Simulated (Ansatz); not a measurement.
HNP, SMILES [NH+]#P, charge +1.

Coordinates come from a ωB97X-D3(BJ)/def2-TZVPD optimisation. The isomer is the one that the SMILES or the coordinates give; other isomers of the formula were not compared.

Two levels are set side by side: PBE/def2-TZVPD (Ansatz, an electronic-structure program) and ωB97X-V/def2-TZVPD (Ansatz). Energy differences of separate SCF runs at the same geometry; the states with an electron removed or added have multiplicity 2 and 2. Differences are taken from unrounded values.

```csv
quantity,ωB97X-V,PBE,PBE minus ωB97X-V
vertical ionisation energy (eV),20.53,20.75,0.21
vertical electron affinity (eV),6.98,6.95,-0.03
vertical singlet–triplet gap (eV),4.75,4.89,0.14
```
